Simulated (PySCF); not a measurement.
Geometries of 5 isomers of C3H9GeNSi, from PBE0-D3(BJ)/def2-SVP geometry optimisation, gas phase in PySCF. One conformer each, no zero-point energy, no frequencies.

Problem. Which isomer lies lowest at this level?
A.
```xyz
15
angstrom
C      3.692    0.320   -0.006
C      2.408    0.176   -0.667
C      1.332    0.060   -1.229
Si    -0.301   -0.119   -2.051
N     -1.576   -0.618   -0.989
Ge    -2.495    0.442    0.199
H      3.576    0.781    0.988
H      4.368    0.958   -0.596
H      4.182   -0.657    0.129
H     -0.668    1.207   -2.628
H     -0.159   -1.139   -3.132
H     -1.650   -1.617   -0.818
H     -2.055    0.173    1.655
H     -4.008    0.166    0.081
H     -2.179    1.895   -0.191
```
B.
```xyz
15
angstrom
C     -2.569   -1.486   -0.021
Si    -1.526    0.025    0.326
N     -1.976    1.290   -0.768
C      0.252   -0.487    0.201
C      1.424   -0.830    0.101
Ge     3.237   -1.378   -0.038
H     -2.374   -1.860   -1.038
H     -2.330   -2.296    0.684
H     -3.639   -1.246    0.065
H     -1.721    0.554    1.708
H     -1.591    2.216   -0.613
H     -1.975    1.082   -1.762
H      3.999   -0.912    1.212
H      3.857   -0.748   -1.295
H      3.289   -2.911   -0.142
```
C.
```xyz
15
angstrom
N     -2.264   -0.841   -1.168
C     -2.483    0.573   -0.929
Si    -1.784    1.055    0.757
C      0.004    0.613    0.779
C      1.186    0.292    0.749
Ge     3.021   -0.205    0.735
H     -1.267   -1.049   -1.190
H     -2.643   -1.128   -2.068
H     -2.073    1.266   -1.696
H     -3.568    0.778   -0.883
H     -1.915    2.528    0.976
H     -2.468    0.321    1.860
H      3.868    1.030    0.393
H      3.400   -0.739    2.124
H      3.228   -1.297   -0.325
```
D.
```xyz
15
angstrom
C      2.941    1.118    0.062
C      1.759    0.378    0.462
C      0.765   -0.247    0.788
Ge    -0.776   -1.232    1.271
N     -2.160   -0.674    0.201
Si    -2.490    0.906   -0.442
H      2.663    2.047   -0.459
H      3.566    0.521   -0.621
H      3.555    1.389    0.935
H     -0.563   -2.734    1.011
H     -1.062   -0.999    2.769
H     -2.905   -1.358    0.108
H     -1.202    1.578   -0.780
H     -3.327    0.752   -1.672
H     -3.240    1.810    0.493
```
E.
```xyz
15
angstrom
C      3.060    0.851   -0.233
C      1.868    0.023   -0.157
C      0.885   -0.697   -0.103
Ge    -0.720   -1.717    0.000
Si    -2.452   -0.084   -0.015
N     -1.854    1.159    1.033
H      2.839    1.898    0.027
H      3.482    0.838   -1.250
H      3.836    0.489    0.459
H     -0.755   -2.690   -1.192
H     -0.679   -2.539    1.302
H     -3.740   -0.613    0.531
H     -2.721    0.303   -1.444
H     -2.419    1.975    1.239
H     -0.872    1.404    0.950
```

Solution. B. That is `C[Si@H](N)C#[C][GeH3]`, 4.4 kcal/mol below the next.

```tsv
SMILES	atoms numbered as above	E (Eh)	relative (kcal/mol)	relative (kJ/mol)	dipole (D)
C[Si@H](N)C#[C][GeH3]	[CH3:1][Si@H:2]([NH2:3])[C:4]#[C:5][GeH3:6]	-2539.89610	0.0	0.0	1.15
CC#C[SiH2][NH][GeH3]	[CH3:1][C:2]#[C:3][SiH2:4][NH:5][GeH3:6]	-2539.88910	4.4	18.4	1.70
CC#[C][GeH2][SiH2]N	[CH3:1][C:2]#[C:3][GeH2:4][SiH2:5][NH2:6]	-2539.88350	7.9	33.1	2.24
CC#[C][GeH2][NH][SiH3]	[CH3:1][C:2]#[C:3][GeH2:4][NH:5][SiH3:6]	-2539.87989	10.2	42.6	1.00
NC[SiH2]C#[C][GeH3]	[NH2:1][CH2:2][SiH2:3][C:4]#[C:5][GeH3:6]	-2539.84676	31.0	129.6	1.70
```
